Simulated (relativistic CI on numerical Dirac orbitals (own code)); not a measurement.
# Os LXIII: q coefficients and field-shift factors

Method of calculation: Dirac-Coulomb-Breit CI, orbitals from a KLI potential per configuration, derivatives by finite differences, unscaled Slater integrals, QED left out (own radial code, finite nucleus).

Configurations in the expansion (outside the closed core [Ne]): 3s²3p², 3s²3p3d, 3s3p³, 3s²3d², 3p⁴, 3s3p²3d, 3p²3d², 3s3p3d². Levels of other configurations are missing.

With x = (α/α₀)² − 1 an excitation energy changes as ω = ω₀ + qx; K = 2q/ω₀ is the relative enhancement. Terms are leading LS components, so labels can repeat. The field-shift factor is F = δν/δ⟨r²⟩ for the transition from the lowest level.

Lowest level 3s²3p² ³P0.

| Level | ω₀ (cm⁻¹) | q (cm⁻¹) | K | F (GHz/fm²) |
| --- | --- | --- | --- | --- |
| 3s²3p² ³P1 | 3194086 | 4.067e+06 | 2.55 | -646 |
| 3s²3p² ¹D2 | 3273220 | 4.063e+06 | 2.48 | -651 |
| 3s3p³ ³P°2 | 4663053 | 4.455e+06 | 1.91 | -9380 |
| 3s3p³ ³D°1 | 4897713 | 4.402e+06 | 1.8 | -7760 |
| 3s²3p3d ³F°2 | 5054354 | 4.156e+06 | 1.64 | -659 |
| 3s²3p3d ³D°1 | 5443961 | 4.287e+06 | 1.57 | -2510 |
| 3s²3p3d ³P°2 | 5959533 | 4.956e+06 | 1.66 | -813 |
| 3s²3p3d ³F°3 | 5970403 | 4.963e+06 | 1.66 | -612 |
| 3s²3p² ³P2 | 6526500 | 8.057e+06 | 2.47 | -1560 |
| 3s3p²3d ³D1 | 6545649 | 4.57e+06 | 1.4 | -9570 |
| 3s3p²3d ³D2 | 6609856 | 4.67e+06 | 1.41 | -9410 |
| 3s²3p² ¹S0 | 6700107 | 8.151e+06 | 2.43 | -1380 |
| 3s3p²3d ³D3 | 7412196 | 5.36e+06 | 1.45 | -9560 |

At this charge energies of transitions that change n are usually good to better than 1 %, and those within a shell (Δn = 0) to a few per cent.
